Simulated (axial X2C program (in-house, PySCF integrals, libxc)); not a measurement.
Nuclear properties of SbSH

Computed with an in-house all-electron X2C program for linear molecules (integrals from PySCF): two-component X2C with atomic mean-field Coulomb and Gaunt terms, Gaussian nuclei, basis Sb dyall-v3z, S dyall-av3z, H dyall-v3z with contracted cores.

Sb–S–H held linear, with bonds 2.365 and 1.339 Å (near the PBE0 minimum at charge 0 of the determinant lowest at the starting distance; the state shown can have its own minimum elsewhere, held linear; other orders of the atoms were not compared).

Determinant lowest in the PBE0 search, Ω = 1 (⟨Sz⟩ = 0.99, ⟨Lz⟩ = 0.01 at PBE0), spin on the atoms Sb 0.88, S 0.13, H -0.02:

```csv
level,Eeff magnitude (GV/cm),Ws magnitude Sb (kHz),A∥/gI Sb (MHz),qzz Sb (a.u.),A∥/gI S (MHz),qzz S (a.u.),A∥/gI H (MHz),qzz H (a.u.),μ (D)
PBE0,1.75,0.866,-1080,6.98,-44,2.22,-4.47,0.25,-1.04
HF,0.035,0.131,-1110,7.03,20.7,2.18,-6.33,0.25,-1.66
B3LYP,2.3,1.18,-969,7.31,-47.3,2.23,-4.15,0.24,-0.98
```

Determinant 0.28 eV from it at PBE0 and this distance, Ω = 0 (closed shell), highest spinor 64% Sb p, 19% S p, 7% S d:

```csv
level,qzz Sb (a.u.),qzz S (a.u.),qzz H (a.u.),μ (D)
PBE0,6.90,2.11,0.24,-1.01
HF,7.21,2.09,0.25,-1.58
B3LYP,6.99,2.15,0.24,-1.05
```

Eeff is the effective electric field on the electron electric dipole moment in this Ω state and Ws the scalar–pseudoscalar constant of the nucleus named (defined with the proton number Z and per Ω); A∥ (defined per Ω) follows by multiplying with gI = μI/(I μN); qzz is the electric field gradient, eQq0 = 234.96 MHz × Q/barn × qzz; μ is positive if the H end (last atom) is positive. The operators were transformed with the bare-nucleus X2C matrices; with these basis sets, hyperfine constants and field gradients can be off by tens of per cent, and where levels differ in sign neither size nor sign is settled.

**Question.** With gI(121Sb) = 1.3454, Q(121Sb) = -0.543 barn, Q(33S) = -0.0694 barn, gI(1H) = 5.5857 (g factors from the IAEA table of nuclear moments by Stone; Q from Pyykkö, Mol. Phys. 2018), turn the PBE0 values of the first state into constants in MHz.

**Answer.** A∥(121Sb) = -1080 × 1.3454 = -1450 MHz; eQq0(121Sb) = 234.96 × (-0.543) × (6.98) = -891 MHz; eQq0(33S) = 234.96 × (-0.0694) × (2.22) = -36.2 MHz; A∥(1H) = -4.47 × 5.5857 = -25 MHz.

The molecule was held linear; bending was not examined, so a bent shape may lie lower. Hydrosulfides and their kin are strongly bent in nature, so this linear model does not describe the real molecule.

Each state is one determinant with collinear spin, which with several unpaired electrons need not be a pure state. Unrestricted Hartree–Fock can overshoot spin polarisation at the nuclei. A closed determinant beside an open π² or δ² triplet, such as (π1/2)², mixes with its partner pair into the 0⁺ component of the triplet and ¹Σ⁺, so its energy is not that of a level, and 0⁺ can lie lowest. With several open shells hyperfine constants can be off by a factor of several. Where Eeff spreads by more than a factor of two the levels disagree and none is to be relied on. Open-shell Ω = 0 determinants with evenly filled partner blocks cannot be reached by this program, so the Ω shown need not be the lowest component. States lie within half an eV, so the first need not be the ground state. The sign of Ws at Sb differs between levels in the first state. Where a field gradient or hyperfine factor spreads by more than a factor of two over the levels, a constant derived from it is not to be relied on. PBE0 term energies can be off by some tenths of an eV.
